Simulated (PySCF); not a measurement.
**Electronic structure of Kr²⁺ (krypton, charge +2) at the UHF level**

Configuration: [Ar] 3d10 4s2 4p4, high-spin 3P determinant. All numbers are calculated (PySCF 2.14, scalar relativity by spin-free X2C-1e, in x2c-QZVPPall with one added diffuse shell each of s, p, d, f type (12s9p6d5f1g, 113 functions)).

| Item | Value |
| --- | --- |
| Total energy | -2786.940242 hartree |
| One-electron energy | -3843.8894 hartree |
| Hartree (Coulomb) energy | 1151.8547 hartree |
| Exchange energy | -94.9055 hartree |
| ⟨S²⟩ | 2.0081 |
| ⟨L²⟩ | 2.031 |
| Sum of ⟨r⟩ | 21.23 bohr |
| Sum of ⟨r²⟩ | 25.81 bohr² |
| Traceless quadrupole moment −½Σ⟨3z² − r²⟩ along its main axis | -1.35 e·bohr² |
| Langevin diamagnetic susceptibility | -20.4 ×10⁻⁶ cm³/mol |

```csv
shell,electrons,mean orbital energy (eV),spread (eV),"rms radius, mean of both spins (bohr)"
1s α,1,-14430.9,0,0.0478
1s β,1,-14430.5,0,0.0478
2s α,1,-1986.3,0,0.199
2s β,1,-1986.1,0,0.199
2p α,3,-1754.2,0.293,0.177
2p β,3,-1753.8,0.148,0.177
3s α,1,-331.07,0,0.565
3s β,1,-330.44,0,0.565
3p α,3,-254.66,0.842,0.581
3p β,3,-253.81,0.191,0.581
3d α,5,-127.59,0.787,0.610
3d β,5,-127.15,0.387,0.610
4s α,1,-57.500,0,1.62
4s β,1,-50.668,0,1.62
4p α,3,-37.907,2.184,1.86
4p β,1,-35.158,0,1.86
```

Densities and radii are taken from the X2C orbitals without a picture-change correction, which distorts them close to the nucleus.

Spin-orbit constants ζ (cm⁻¹) from the X2C one-electron operator on these orbitals: bare nucleus, nucleus screened by l(l+1)(2l+1)/3 electrons, and screened by the Breit-Pauli mean field of the electrons.

| shell | bare | screened nucleus | mean field |
| --- | --- | --- | --- |
| 2p | 297100 | 280600 | n/a |
| 3p | 43920 | 41480 | n/a |
| 3d | 5564 | 4019 | n/a |
| 4p | 4085 | 3858 | n/a |

To first order the Landé constant is A = -1929 cm⁻¹, so the lowest level has J = 2 and lies 0.239 eV below the centre of the term. This holds in LS coupling only.
